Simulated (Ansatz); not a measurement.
Program: Ansatz. Geometries: PBE0-D4/def2-TZVP. ΔE: electronic, gas phase. CBS: MP2 limit from def2 TZ/QZ plus the TZ coupled-cluster correction, frozen cores. Functionals use def2-TZVPP. B3LYP here is the variant with VWN-RPA as its local correlation; programs differ in this. One conformer a species, not always the lowest.

`[SiH3]NCS` + `C=N[SiH2]N` → `C=N[SiH2]N[SiH3]` + `NCS`  (ligand exchange at the Si–N bond)

| level | ΔE (kcal/mol) | difference from CCSD(T)/CBS |
| --- | --- | --- |
| PBE-D4 | -0.4 | 1.0 |
| r2SCAN-D4 | -0.7 | 0.7 |
| PBE0-D4 | -0.9 | 0.5 |
| B3LYP-D4 | -0.5 | 0.9 |
| ωB97X-V | -1.1 | 0.3 |
| ωB97M-V | -1.1 | 0.3 |
| B2PLYP | -0.7 | 0.7 |
| PBE | -0.4 | 1.0 |
| r2SCAN | -0.6 | 0.8 |
| PBE0 | -0.9 | 0.5 |
| B3LYP | -0.4 | 1.0 |
| HF/def2-TZVPP | -1.5 | -0.1 |
| MP2/def2-TZVPP | -1.1 | 0.3 |
| SCS-MP2/def2-TZVPP | -1.2 | 0.2 |
| CCSD/def2-TZVPP | -1.4 | 0.0 |
| CCSD(T)/def2-TZVPP | -1.3 | 0.1 |
| HF/def2-QZVPP | -1.7 | -0.3 |
| MP2/def2-QZVPP | -1.1 | 0.3 |
| SCS-MP2/def2-QZVPP | -1.3 | 0.1 |
| HF/CBS(def2) | -1.7 | -0.3 |
| MP2/CBS(def2) | -1.1 | 0.3 |
| CCSD/CBS(def2) | -1.5 | -0.1 |
| CCSD(T)/CBS | -1.4 | 0 |

Largest T1 diagnostic among the species: 0.012.
